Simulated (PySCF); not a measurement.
# BeCl⁺: script and output

File input.py (PySCF 2.14):

```python
from pyscf import gto, scf, mp

mol = gto.M(
    atom='Be 0 0 0; Cl 0 0 1.888',
    basis='6-31g*',
    charge=1,
    spin=0,
    verbose=4,
)
mf = scf.RHF(mol)
mf.kernel()
mp.MP2(mf).kernel()
mf.dip_moment()
print('orbital energies (hartree):', mf.mo_energy[..., max(0, mol.nelec[1]-3):mol.nelec[0]+3].round(4))
```

```bash
$ python input.py
```

The log (some set-up lines removed):

```
PySCF version 2.14.0

[INPUT] Symbol           X                Y                Z      unit          X                Y                Z       unit  Magmom
[INPUT]  1 Be     0.000000000000   0.000000000000   0.000000000000 AA    0.000000000000   0.000000000000   0.000000000000 Bohr   0.0
[INPUT]  2 Cl     0.000000000000   0.000000000000   1.888000000000 AA    0.000000000000   0.000000000000   3.567802923179 Bohr   0.0

nuclear repulsion = 19.0593486983898
number of shells = 14
number of NR pGTOs = 78
number of NR cGTOs = 32
basis = 6-31g*
ecp = {}

******** <class 'pyscf.scf.hf.RHF'> ********
method = RHF
initial guess = minao
damping factor = 0
level_shift factor = 0
DIIS = <class 'pyscf.scf.diis.CDIIS'>
SCF conv_tol = 1e-09
SCF max_cycles = 50
Initial guess from minao.
init E= -474.207347436029
  HOMO = -0.468831321297246  LUMO = -0.163788129549752  gap/eV = 8.30065
cycle= 1 E= -473.775678451504  delta_E= 0.432  |g|= 0.289  |ddm|= 1.54
  HOMO = -0.673236988134076  LUMO = -0.347949513854058  gap/eV = 8.85152
cycle= 2 E= -473.816474901716  delta_E= -0.0408  |g|= 0.113  |ddm|= 0.564
  HOMO = -0.693161587836464  LUMO = -0.312719932861878  gap/eV = 10.35234
cycle= 3 E= -473.820979667973  delta_E= -0.0045  |g|= 0.0271  |ddm|= 0.135
  HOMO = -0.681070210953322  LUMO = -0.307399613884079  gap/eV = 10.16809
cycle= 4 E= -473.821763004483  delta_E= -0.000783  |g|= 0.00975  |ddm|= 0.0564
  HOMO = -0.682985208682819  LUMO = -0.307535401006297  gap/eV = 10.21651
cycle= 5 E= -473.821890464474  delta_E= -0.000127  |g|= 0.0044  |ddm|= 0.0218
  HOMO = -0.681466612302006  LUMO = -0.308047366982628  gap/eV = 10.16126
cycle= 6 E= -473.821925131988  delta_E= -3.47e-05  |g|= 0.000923  |ddm|= 0.0165
  HOMO = -0.68141771486087  LUMO = -0.308174095230111  gap/eV = 10.15648
cycle= 7 E= -473.821926218192  delta_E= -1.09e-06  |g|= 0.000179  |ddm|= 0.00328
  HOMO = -0.681432359564293  LUMO = -0.308151090353206  gap/eV = 10.15750
cycle= 8 E= -473.821926248683  delta_E= -3.05e-08  |g|= 2.04e-05  |ddm|= 0.000582
  HOMO = -0.681436631159718  LUMO = -0.308147383721843  gap/eV = 10.15772
cycle= 9 E= -473.821926249099  delta_E= -4.16e-10  |g|= 3.92e-06  |ddm|= 6.79e-05
  HOMO = -0.68143807885962  LUMO = -0.308146332695441  gap/eV = 10.15779
Extra cycle  E= -473.821926249105  delta_E= -6.03e-12  |g|= 1.37e-06  |ddm|= 8.79e-06
converged SCF energy = -473.821926249105

******** <class 'pyscf.mp.mp2.RMP2'> ********
nocc = 10, nmo = 32
E(RMP2) = -473.979516044698  E_corr = -0.15758979559336
E(SCS-RMP2) = -473.975052910402  E_corr = -0.153126661296851
E_corr(same-spin) = -0.0415166462482861
E_corr(oppo-spin) = -0.116073149345074

WARN: System has nonzero charge 1; the dipole moment is origin-dependent.
Location of origin: [0. 0. 0.]

Dipole moment(X, Y, Z, Debye):  0.00000, -0.00000, -2.72958
orbital energies (hartree): [-0.7617 -0.6814 -0.6814 -0.3081 -0.1738 -0.1738]
```

In short: E(SCF) = -473.821926 Eh, 9 cycles, E(MP2) − E(SCF) = -0.15759 Eh.

Wall time 0.84 s on one thread of a shared host.

Stability towards an unrestricted solution was not tested. The bond length is a typed value, not an optimised one. The dipole of an ion depends on the origin.
